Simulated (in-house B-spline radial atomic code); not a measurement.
Response and correlation of the niobium ion Nb³¹⁺

Closed shell [He] 2s2 2p6. Computed with an all-electron radial atomic-structure program (B-spline basis): Dirac-Hartree-Fock, relativistic RPA (time-dependent Dirac-Hartree-Fock) for the response and second-order many-body perturbation theory for correlation, no-pair Dirac-Coulomb Hamiltonian, finite nucleus.

Command:
```bash
python run_mb.py task.json out
```
Settings (nuclear radius in fm, box in bohr, cutoff in hartree):
```
basis_form          2
Z                   41
core_configuration  [He] 2s2 2p6
rms_radius          4.324
mass_number         93
speed_of_light      137.036
box_radius          2.812
lmax                7
intervals           57
virtual_cutoff      42025.0
```

Cost of the run: 1.1 s on 1 thread of Intel(R) Xeon(R) Platinum 8259CL CPU @ 2.50GHz (shared host).

| multipole (bohr³, bohr⁵, bohr⁷) | uncoupled | coupled RPA |
| --- | --- | --- |
| dipole | 0.0006569 | 0.00066105 |
| quadrupole | 2.2979e-05 | ? |
| octupole | 1.224e-06 | 1.2637e-06 |

What is the coupled quadrupole polarisability?

2.3733e-05 atomic units, +3 % against the uncoupled value.

Which subshells carry the dipole polarisability?

2p3/2 59.1 %, 2p1/2 26.5 %, 2s1/2 14.2 %.

What does the dipole shielding factor come to?

The dipole shielding factor is 0.244, against the exact N/Z = 10/41 = 0.244 of the non-relativistic theorem.

Dipole polarisability at imaginary frequency:

| u (Eh) | α(iu) (bohr³) |
| --- | --- |
| 0 | 0.0006611 |
| 3.62 | 0.0006602 |
| 9.05 | 0.0006556 |
| 18.1 | 0.0006397 |
| 27.2 | 0.0006149 |
| 36.2 | 0.0005838 |
| 54.3 | 0.0005109 |
| 72.4 | 0.0004365 |
| 90.5 | 0.0003692 |
| 127 | 0.0002637 |
| 181 | 0.0001678 |
| 272 | 9.043e-05 |
| 362 | 5.603e-05 |
| 543 | 2.73e-05 |
| 905 | 1.062e-05 |
| 1810 | 2.833e-06 |

What dispersion coefficients follow for two such ions (the dispersion part alone)?

C6 = (3/π)∫α(iu)²du = 3.38e-05 hartree·bohr⁶ and C8 = 6.368e-06 hartree·bohr⁸.

Lowest J = 1 odd-parity excitations:

```json
{"energy (eV)": "2253.9", "oscillator strength": "0.133", "leading channel": "2p3/2 → s1/2", "weight": "0.998"}
{"energy (eV)": "2351.9", "oscillator strength": "0.0853", "leading channel": "2p1/2 → s1/2", "weight": "0.996"}
{"energy (eV)": "2416.9", "oscillator strength": "0.0025", "leading channel": "2p3/2 → d3/2", "weight": "0.851"}
{"energy (eV)": "2445.7", "oscillator strength": "1.79", "leading channel": "2p3/2 → d5/2", "weight": "0.826"}
{"energy (eV)": "2534.4", "oscillator strength": "1.65", "leading channel": "2p1/2 → d3/2", "weight": "0.972"}
{"energy (eV)": "2633.3", "oscillator strength": "0.104", "leading channel": "2s1/2 → p1/2", "weight": "0.986"}
{"energy (eV)": "2660.5", "oscillator strength": "0.311", "leading channel": "2s1/2 → p3/2", "weight": "0.99"}
{"energy (eV)": "3061.7", "oscillator strength": "0.0238", "leading channel": "2p3/2 → s1/2", "weight": "0.999"}
```

Second-order correlation energy by the highest angular momentum of the excited pair (hartree): s -0.01944, p -0.1344, d -0.1823, f -0.04941, g -0.01912, h -0.00719, i -0.003285, k -0.001696.

What is the second-order correlation energy at the partial-wave limit?

The listed waves sum to -0.41683 hartree; extrapolating the increments as (l + 1/2)⁻⁴ gives -0.4203 hartree, -1.14 eV per electron.
